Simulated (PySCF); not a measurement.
Te(Me)(SMe) (C2H6STe), SMILES CS[Te]C.

Geometry: PBE-D3(BJ)/def2-SVP. The def2 effective core potentials stand for the cores of Te; spin–orbit coupling is left out. The values are those of a single conformer.

Level of theory: PBE-D3(BJ)/def2-SVP in PySCF.

Frequencies are harmonic and unscaled.

Computed vibrational spectrum:
| mode | ν (cm⁻¹) | IR (km/mol) | moving atoms (share of kinetic energy) |
|---|---|---|---|
| 1 | 70 | 0.1 | H 98 % |
| 2 | 77 | 1.0 | C 58 %, H 29 %, S 9 % |
| 3 | 126 | 0.1 | H 64 %, C 24 %, S 8 % |
| 4 | 162 | 1.5 | H 55 %, S 23 %, C 17 % |
| 5 | 187 | 0.2 | C 45 %, H 24 %, S 16 %, Te 14 % |
| 6 | 343 | 3.5 | S 79 %, Te 18 % |
| 7 | 494 | 6.1 | C 74 %, H 15 %, Te 10 % |
| 8 | 677 | 2.8 | C 58 %, S 30 %, H 12 % |
| 9 | 787 | 12.4 | H 83 %, C 16 % |
| 10 | 799 | 8.6 | H 88 %, C 12 % |
| 11 | 922 | 9.6 | H 79 %, C 18 % |
| 12 | 924 | 6.5 | H 82 %, C 16 % |
| 13 | 1177 | 8.1 | H 85 %, C 15 % |
| 14 | 1271 | 6.1 | H 86 %, C 13 % |
| 15 | 1371 | 9.7 | H 95 % |
| 16 | 1382 | 8.6 | H 95 % |
| 17 | 1387 | 6.5 | H 95 % |
| 18 | 1399 | 13.1 | H 95 % |
| 19 | 2971 | 18.8 | H 98 % |
| 20 | 2992 | 7.1 | H 98 % |
| 21 | 3078 | 2.2 | H 90 %, C 10 % |
| 22 | 3094 | 4.1 | H 90 %, C 10 % |
| 23 | 3111 | 0.9 | H 90 %, C 10 % |
| 24 | 3132 | 0.3 | H 90 %, C 10 % |
